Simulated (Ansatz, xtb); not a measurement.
C3H5ClF2Si: which of two structures lies lower

Structure X: a triplet given by its coordinates. Structure Y: `FC/C=C(/Cl)[SiH2]F`, a singlet. Both are isolated molecules in the gas phase, relaxed with r2SCAN-D4/def2-SVP; the shapes shown needn't be the lowest conformers.

X (Å):

```xyz
12

C    -1.9268    0.9439   -1.0499
C    -0.8744   -0.0582   -1.0337
C    -0.7336   -1.0029    0.1084
Cl    0.1173   -0.1190    1.4823
F     1.4533   -1.2307   -2.0704
F    -0.1673   -0.1146   -3.7800
Si    0.4725    0.0367   -2.3023
H    -1.8099    1.8988   -0.5220
H    -2.8630    0.7775   -1.5966
H    -1.6999   -1.3292    0.5187
H    -0.0976   -1.8671   -0.1242
H     1.2739    1.2795   -2.2960
```

Close contacts (Å): C1–C2 1.45, C2–C3 1.49, C2–Si7 1.85, C3–Cl4 1.84, F5–Si7 1.62, F6–Si7 1.62, C1–H8 1.10, C1–H9 1.10, C3–H10 1.10, C3–H11 1.10, Si7–H12 1.48.

Y (Å):

```csv
atom,x (Å),y (Å),z (Å)
C,1.5822,0.1708,1.1797
C,1.2530,-0.5936,-0.0532
C,0.0200,-1.0515,-0.3289
Cl,-0.2288,-1.9391,-1.8197
F,0.4507,0.3317,1.9715
F,-2.7227,-1.6050,-0.0983
Si,-1.5411,-0.8514,0.7299
H,1.9728,1.1762,0.9347
H,2.3486,-0.3519,1.7820
H,2.0841,-0.7725,-0.7472
H,-1.4169,-1.5506,2.0324
H,-1.9441,0.5708,0.8544
```

Which of the two would you expect CCSD(T)/def2-SVP + ΔMP2/def2-TZVPP electronic energies to favour?

Structure Y; the calculation gives E(Y) − E(X) = −0.358 eV.

The same difference at several levels:

| level | geometry | E(Y) − E(X) (eV) | departure from the last row (eV) | job, with rough time for the two |
| --- | --- | --- | --- | --- |
| r2SCAN-D4/def2-SVP | r2SCAN-D4/def2-SVP | −0.165 | +0.193 | optimisation, 2.6 min |
| HF/def2-SVP | r2SCAN-D4/def2-SVP | +0.545 | +0.902 | part of the CCSD(T) run |
| MP2/def2-SVP | r2SCAN-D4/def2-SVP | −0.543 | −0.186 | part of the CCSD(T) run |
| CCSD(T)/def2-SVP | r2SCAN-D4/def2-SVP | −0.514 | −0.156 | single point |
| CCSD(T)/def2-SVP + ΔMP2/def2-TZVPP | r2SCAN-D4/def2-SVP | −0.358 |  | single point, 2.3 min |

HF/def2-SVP puts the two in the other order. The largest departure from CCSD(T)/def2-SVP + ΔMP2/def2-TZVPP is that of HF/def2-SVP, 0.902 eV. At CCSD(T)/def2-SVP + ΔMP2/def2-TZVPP a singlet with the links of X lies below this triplet. Levels run at GFN2-xTB geometries aren't shown. The last row adds to CCSD(T) the change of the MP2 difference between the two basis sets, here +0.156 eV, a large step that makes the value less sure.

With thermal terms from frequencies at re-optimised GFN2-xTB minima (ideal gas, soft modes damped towards free rotors, one conformer each, 298.15 K, 1 atm): the zero-point term adds +0.046 eV; ΔH is −0.334 and ΔG −0.288 eV.

Open shells are spin-unrestricted. The correlated steps freeze 15 core orbitals. ΔG holds the spin degeneracy. Run with Ansatz 0.2.0, xtb 6.7.1; the last row on 4 threads of Arm Neoverse V1 on a shared host.
